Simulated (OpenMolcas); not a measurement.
Cr2+: moving the ligands

Cr2+ with 4 ligands (chloride) in tetrahedral coordination (Td) at 2.43 Å. A charge of +0.5 e stands 2.6 Å behind each ligand. Ligand basis ANO-RCC-VDZP.

```
Program             : OpenMolcas 26.06
Method              : CASSCF
Basis               : ANO-RCC-VDZP [5s4p2d1f]
Scalar Hamiltonian  : DKH2, point nucleus
Active space        : 4 electrons in 5 orbitals (3d)
State averaging     : 2S+1 = 5 even, 5 roots; 2S+1 = 3 even, 45 roots; 2S+1 = 1 even, 50 roots
Spin-orbit coupling : RASSI with atomic mean-field integrals over the reference wave functions
```

Runs around this geometry, states (labels of Td). Energies in cm-1 above the lowest state or level, χT in cm3 K/mol; under a threefold ground state the first gap can be a small split of the lowest multiplet, not the spin-orbit step; 10Dq and B are least-squares fits to the states below 45000 cm-1, weighted by degeneracy, with a free offset, and given where the rms deviation is under 5 % of |10Dq| (or 100 cm-1) and under 700 cm-1; 10Dq is negative for this site.

| R (Å) | Ground state | First state of that spin | 10Dq | B (rms of fit) | First gap with spin-orbit (degeneracies) | χT at 300 K | First state of another spin |
| --- | --- | --- | --- | --- | --- | --- | --- |
| 2.38 | 5T2 | 5E 2850 | -2808 | 942 (111) | 17.4 (1, 3) | 2.651 | 3T1 17122 |
| 2.43 | 5T2 | 5E 2551 | -2527 | 951 (97) | 19.0 (1, 3) | 2.631 | 3T1 17414 |
| 2.49 | 5T2 | 5E 2234 | -2223 | 960 (82) | 21.1 (1, 3) | 2.607 | 3T1 17712 |

Taking |10Dq| as R^-n, n = -ln(2223 / 2808) / ln(2.49 / 2.38) = 5.2 between the shortest and longest distance. The point-charge formula for a cubic d site gives n = 5.

An orbital triplet at a regular site is open to Jahn-Teller coupling, which can distort the site and quench the lowest spin-orbit gaps and is left out. Without dynamic correlation the repulsion within the d shell is too large (B by tens of per cent), so at a given field states of lower spin stand too high. Ligand-to-metal charge-transfer states are missing. With no ligand orbital active B as a rule stays too high, so bands that hang on it stand too high and its fall with covalency is understated. With metal d orbitals alone and no dynamic correlation the field as a rule comes out too small, by tens of per cent, by up to half for chloride and softer ligands. No measured value stands beside these numbers; the geometry is a model, was not optimised and need not be the one that this ion takes.
